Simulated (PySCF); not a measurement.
Run record: geometry optimisation, `CC1=CC=C[C@@H](F)[C@H]1C(Cl)Cl`.

Method: PBE0-D3(BJ)/def2-SVP geometry optimisation, gas phase (PySCF 2.14.0). Start geometry: GFN2-xTB. A driver script takes a list of jobs; this job's settings line and coordinates (Å) are shown.

Input:
```
{"job": {"xc": "PBE0", "basis": "def2-SVP", "d3": "d3bj", "grid": 1, "kind": "geom"}, "charge": 0, "multiplicity": 1}
C      0.828674    -1.434354     1.680760
C      0.474425    -0.279958     0.806251
C      1.209116     0.832877     0.719465
C      0.859116     1.914926    -0.180067
C     -0.348504     1.965592    -0.735106
C     -1.371604     0.942629    -0.343699
F     -2.358944     0.836287    -1.303747
C     -0.752486    -0.437227    -0.070560
C     -0.439310    -1.163910    -1.389001
Cl    -0.319071    -2.920653    -1.134044
Cl     1.059102    -0.598510    -2.152598
H      1.027286    -2.320351     1.079471
H      1.710931    -1.211371     2.274042
H      0.001821    -1.671852     2.349598
H      2.109498     0.938597     1.305250
H      1.606022     2.663991    -0.390555
H     -0.666167     2.737552    -1.415486
H     -1.889432     1.283744     0.569068
H     -1.500503    -1.053776     0.438688
H     -1.245119    -1.013555    -2.110767
```

Output:
```
step   0  E = -1329.14431416  max force = 0.012433
step   1  E = -1329.14772559  max force = 0.003061
step   2  E = -1329.14782847  max force = 0.001345
step   3  E = -1329.14790437  max force = 0.000757
step   4  E = -1329.14791951  max force = 0.000748
step   5  E = -1329.14793114  max force = 0.000254
optimisation converged
```

Energies in Eh; «max force» is the largest Cartesian gradient component in Eh/bohr.

Question: Give the first gradient maximum in eV/Å.

Answer: With 1 Eh/bohr = 51.422 eV/Å, 0.639 eV/Å.

Main results: final energy -1329.14793 Eh after 5 steps; dipole 2.08 D.

Question: Estimate the wall time. Hardware: an Arm Neoverse V1 with one thread, no GPU, on a shared host.

Answer: About 2.8 min.
Labels such as C1 count atoms from 1, the log's own numbers from 0.
